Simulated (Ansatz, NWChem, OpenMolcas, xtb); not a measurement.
## A small benchmark: dipole moment

6 molecules with halogens; the dipole moment in D, computed less measured. Shapes, held fixed at every level: PBE0-D4/def2-TZVP. No vibrational averaging. Dipoles are compared by magnitude; molecules under 1 D, whose direction can flip, are left out. Programs: Ansatz 0.2.0, NWChem 7.3.0, OpenMolcas 26.06, xtb 6.7.1. Measured values: NIST CCCBDB.

Levels: A = GFN1-xTB; B = TPSS/aug-cc-pVDZ; C = r2SCAN-D4/def2-TZVPP; D = B3LYP/6-31G* (spherical functions); E = B3LYP-D4/def2-TZVPP.

```csv
molecule,measured,A,B,C,D,E
CH2Cl2 (dichloromethane),1.60,+0.27,+0.05,+0.06,+0.21,+0.03
CH2F2 (difluoromethane),1.97,+0.44,-0.14,-0.17,-0.28,-0.10
CHBrF2 (bromodifluoromethane),1.50,+0.36,-0.15,-0.14,-0.11,-0.13
SiH3Cl (chlorosilane),1.31,-0.31,+0.01,-0.09,+0.37,-0.06
C2H2F2 (vinylidene fluoride),1.38,+0.25,-0.23,-0.34,-0.43,-0.21
C2H5F (SMILES CCF),1.96,+0.38,-0.11,-0.13,-0.26,-0.09
```

Sum up the errors.


```tsv
level	kind	mean error	mean absolute error	worst case
GFN1-xTB	semi-empirical	+0.232	0.335	CH2F2
TPSS/aug-cc-pVDZ	meta-GGA	-0.095	0.115	C2H2F2
r2SCAN-D4/def2-TZVPP	meta-GGA	-0.135	0.155	C2H2F2
B3LYP/6-31G* (spherical functions)	global hybrid	-0.083	0.277	C2H2F2
B3LYP-D4/def2-TZVPP	global hybrid	-0.093	0.103	C2H2F2
```

On this set B3LYP-D4/def2-TZVPP has the smallest mean absolute error and GFN1-xTB the largest. GFN1-xTB is too high in 5 of 6; TPSS/aug-cc-pVDZ is too low in 4 of 6; r2SCAN-D4/def2-TZVPP is too low in 5 of 6; B3LYP/6-31G* (spherical functions) is too low in 4 of 6; B3LYP-D4/def2-TZVPP is too low in 5 of 6. The smallest two are near a tie. Relativity is left out for Br. The set is small.
